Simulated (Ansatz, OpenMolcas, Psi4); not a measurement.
## C2H6Ga (SMILES C[Ga]C): methods side by side

C2H6Ga: 9 atoms, total charge 0, spin state doublet. As SMILES, `C[Ga]C`. Geometry: relaxed at PBE0-D4/def2-TZVP.

Each level gives the electronic atomisation energy (eV). The values are calculated. Electronic energies at fixed atoms, without zero-point motion or spin-orbit coupling.

| level | kind | program | value (eV) | CPU time (all runs) |
| --- | --- | --- | --- | --- |
| UHF/6-31G* (spherical functions) | Hartree–Fock | Psi4 | 23.52 | 8.8 s |
| USVWN5/6-31G* (spherical functions) | LDA | OpenMolcas | 35.10 | 33 s |
| U-revPBE/6-31G* (spherical functions) | GGA | Ansatz | 30.46 | 13 s |
| UTPSS/6-31G* (spherical functions) | meta-GGA | OpenMolcas | 31.46 | 53 s |
| UM06-2X/6-31G* (spherical functions) | hybrid meta-GGA | OpenMolcas | 31.06 | 47 s |
| UB3LYP/6-31G* (Cartesian functions) | global hybrid | OpenMolcas | 30.76 | 68 s |
| UHSE06/6-31G* (spherical functions) | range-separated hybrid | Psi4 | 30.97 | 63 s |
| UMP2/6-31G* (spherical functions) | perturbation theory | Ansatz | 28.39 | 3.2 s |
| UBCCD(T)/6-31G* (spherical functions) | coupled cluster or CI | Ansatz | 28.22 | 48 s |

All-electron rows without a relativistic Hamiltonian named are non-relativistic. The values span 23.52 to 35.10 eV. In the correlated wave-function rows the outer d shell of Ga is correlated, in sets not made for it. CPU times are rough (shared hosts, several kinds of processor): they show what a rung costs within a factor of a few.
